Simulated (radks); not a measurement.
Results of a calculation; reference values are marked as such.
Q: The mean radii <r> (bohr) of the occupied orbitals of an atom or ion are listed with their occupations. Code: a radial shooting solver on a logarithmic mesh with Libxc functionals. Model: non-relativistic Kohn-Sham, TPSS, spin-polarised, spherical densities, point nucleus; meta-GGA in the generalised Kohn-Sham scheme.

orbital  occ.      <r>
1s up       1  0.07729
1s down     1  0.07728
2s up       1   0.3638
2s down     1   0.3636
2p up       3   0.3255
2p down     3   0.3254
3s up       1    1.025
3s down     1    1.029
3p up       1    1.052

Name the element and its charge. Open shells, if any, are filled with parallel spins first.

A: Z = 20, calcium, charge +7: Ca7+ in [Ne] 3s2 3p1. The 1s radius gives Z: for a bare nucleus <r> = 1.5/Z, 0.075 bohr for Z = 20, and screening makes it slightly larger (0.07729 here). The occupations add up to 13, and the charge is Z minus that.
